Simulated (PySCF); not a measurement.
Isomers of C4H4. Gas-phase values, no solvent. Strings in code marks are SMILES.

The dipole moment from two functionals at the same geometries (CAM-B3LYP-D3(BJ)/def2-TZVP), both in PySCF: PBE-D3(BJ)/def2-TZVP and CAM-B3LYP-D3(BJ)/def2-TZVP. 

```
species      CAM-B3LYP-D3(BJ)/def2-TZVP (D)
-----------  ------------------------------
`C#CC=C`                               0.44
`C1=CC=C1`                             0.00
`C=C1C=C1`                             2.16
`C(=C=C)=C`                            0.00
```

**Question.** What does PBE-D3(BJ)/def2-TZVP give for each?

**Answer.** 
- `C#CC=C`: 0.39
- `C1=CC=C1`: 0.00
- `C=C1C=C1`: 2.05
- `C(=C=C)=C`: 0.00
Over these rows, drawn at random from the members with no instability flagged (it was tested for open shells, ions and some series alone), PBE minus CAM-B3LYP-D3(BJ): mean -0.04 D, from -0.11 D to 0.00 D.
